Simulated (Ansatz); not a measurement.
Total energies of B₅N₄H₁₆⁻, a cluster cut from zinc blende BN (hydrogen-capped) from Ansatz at PBE0-D4/def2-TZVP, gas phase (1 Eh = 27.2114 eV = 2625.5 kJ/mol). The reference geometry is relaxed at r2SCAN-D4/def2-SVP.

```xyz
25

N     0.586   -0.210   -1.280
N    -0.537   -1.672    0.503
N     1.331    0.817    0.946
N    -1.141    0.808    0.266
B     1.806    0.441   -0.538
B     0.212   -1.690   -0.914
B    -0.691    0.741   -1.259
B    -1.677   -0.578    0.773
B    -0.079    1.550    1.153
H     0.869   -0.249   -2.261
H     0.151   -1.646    1.258
H    -0.980   -2.585    0.610
H     2.042    1.440    1.331
H     1.382   -0.009    1.544
H    -1.958    1.420    0.272
H     2.759   -0.343   -0.441
H     2.137    1.493   -1.086
H     1.218   -2.404   -0.797
H    -0.581   -2.154   -1.734
H    -1.593    0.248   -1.942
H    -0.382    1.867   -1.656
H    -2.667   -0.923    0.128
H    -1.906   -0.567    1.990
H     0.063    2.715    0.777
H    -0.361    1.490    2.357
```

```json
{"state": "charge -1 singlet", "geometry": "reference", "energy (Eh)": "-352.88601"}
{"state": "charge 0 doublet", "geometry": "reference", "energy (Eh)": "-352.70854"}
{"state": "charge 0 doublet", "geometry": "relaxed at r2SCAN-D4/def2-SVP", "energy (Eh)": "-352.73886"}
```

Task: Work out the vertical ionisation energy to the doublet.

Result: E(charge 0 doublet) − E(charge -1 singlet) = -352.70854 − (-352.88601) = 0.17747 Eh = 4.83 eV. For comparison, −ε of the highest occupied level is 2.99 eV at this level, 1.84 eV less.

Task: How much does the charge 0 doublet relax, and what is the adiabatic ionisation energy?

Result: Relaxation: -352.70854 − (-352.73886) = 0.03032 Eh = 0.83 eV. Adiabatic ionisation energy: 0.14715 Eh = 4.00 eV, without zero-point energy.
